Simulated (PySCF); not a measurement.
F₃OSi, SMILES [O][Si](F)(F)F (connectivity only; charge and spin as stated), charge -1, multiplicity 1.

Coordinates come from a PBE0-D3(BJ)/def2-SVPD optimisation. The spin state was assumed, not searched. The isomer is the one that the SMILES or the coordinates give; other isomers of the formula were not compared.

These are B3LYP/def2-SVPD (PySCF) values and carry that method's errors.

Computed frontier levels, gap, dipole moment and polarisability:
The highest occupied level comes out as -2.52 eV. The lowest empty level is 4.15 eV. The orbital gap comes out as 6.67 eV and the dipole moment about the centre of nuclear charge is 2.89 D. The mean static polarisability is 34.8 bohr³ (5.16 Å³) and the polarisability, principal values comes out as 33.7, 33.7, 37.2 bohr³.
